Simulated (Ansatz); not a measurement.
Total energies of Cd₉H₂₄Se₉, a nanocrystal cut from wurtzite CdSe (hydrogen-capped) from Ansatz at PBE0-D4/def2-TZVP, gas phase (1 Eh = 27.2114 eV = 2625.5 kJ/mol). The reference geometry is relaxed at r2SCAN-D4/def2-SVP.

```xyz
42

Cd   -0.6273    6.0123    0.7815
Se    1.9229    4.3693   -0.7622
Se   -1.0731    2.8599    0.8031
Cd   -2.0736    1.8619   -1.5284
Cd    2.9904    1.7049   -1.5450
Se    0.5683    0.8617   -2.4738
Se   -2.9802   -0.6168   -0.8462
Cd   -4.9691   -1.9026   -2.9733
Cd    1.1141   -1.7188   -3.1680
Se   -1.7151   -2.2707   -3.9052
Cd    0.3124    1.5546    2.7545
Se    2.4476    0.6216    0.8986
Se   -0.8947   -0.8860    2.8968
Cd   -1.8674   -2.4229    0.8663
Cd    3.1682   -1.9811    0.5184
Se    0.7315   -2.5114   -0.5865
Cd   -0.2199   -2.5114    5.5497
Se    2.2680   -2.7769    3.2404
H    -1.4420    6.2542   -0.6727
H     0.1944    6.0431    2.2514
H     2.1763    4.9815   -2.0774
H     3.2098    4.8559   -0.2370
H    -2.3590    2.8764    1.5201
H    -2.6444    2.7906   -2.8250
H     4.4596    1.9118   -2.3492
H     0.6544    1.4519   -3.8193
H    -4.0133   -0.1435    0.0901
H    -5.1355   -0.4899   -3.8752
H    -4.9999   -3.4151   -2.2327
H     2.1299   -2.3391   -4.3645
H    -1.5547   -1.8346   -5.3026
H    -1.4635   -3.6759   -4.2671
H     1.1650    2.2985    4.0150
H     3.6685    1.0669    1.5892
H    -2.2042   -0.3769    3.3372
H    -2.3152   -4.0512    0.9979
H     4.6803   -2.6657    0.2132
H     0.9170   -3.9567   -0.7928
H     0.5350   -1.2144    6.3145
H    -0.9484   -3.9365    5.0250
H     3.5636   -2.4837    3.8762
H     2.6232   -4.1952    3.0653
```

| state | geometry | energy (Eh) |
| --- | --- | --- |
| charge 0 singlet | reference | -23135.87055 |
| charge 1 doublet | reference | -23135.58369 |
| charge -1 doublet | reference | -23135.89950 |
| free Cd atom (singlet) | – | -167.77479 |
| free Se atom (triplet) | – | -2401.20505 |
| free H atom (doublet) | – | -0.50104 |

In the def2 sets Cd takes a core potential; there is no spin–orbit coupling. Single mean-field runs in def2-TZVP are fitted with def2-universal-jkfit.

Q: Work out the vertical ionisation energy to the doublet.

A: E(charge 1 doublet) − E(charge 0 singlet) = -23135.58369 − (-23135.87055) = 0.28686 Eh = 7.81 eV. For comparison, −ε of the highest occupied level is 6.74 eV at this level, 1.07 eV less.

Q: Work out the vertical electron affinity, to the doublet.

A: E(charge 0 singlet) − E(charge -1 doublet) = -23135.87055 − (-23135.89950) = 0.02895 Eh = 0.79 eV. The basis lacks diffuse functions, which makes affinities too small.

Q: Give the fundamental gap IE − EA, the Mulliken electronegativity (IE + EA)/2 and the hardness (IE − EA)/2.

A: From the values in Eh: IE − EA = 0.28686 − 0.02895 = 0.25791 Eh = 7.02 eV; (IE + EA)/2 = 4.30 eV; (IE − EA)/2 = 3.51 eV. The HOMO–LUMO gap of the same run is 5.09 eV, 1.93 eV smaller than the fundamental gap.

Q: What is the binding energy per atom against free atoms?

A: Atoms: 9 × (-167.77479) + 9 × (-2401.20505) + 24 × (-0.50104) = -23132.84352 Eh. Binding: -23132.84352 − (-23135.87055) = 3.02703 Eh = 82.37 eV, or 1.96 eV for each of 42 atoms (no zero-point energy, no counterpoise term).

At PBE0-D4/def2-TZVP the highest occupied level of the charge -1 doublet lies above zero (up to 0.18 eV). By energy differences its removal costs 0.79 eV (vertical, to the charge 0 singlet, at PBE0-D4/def2-TZVP); self-interaction error and the lack of diffuse functions both raise the level.
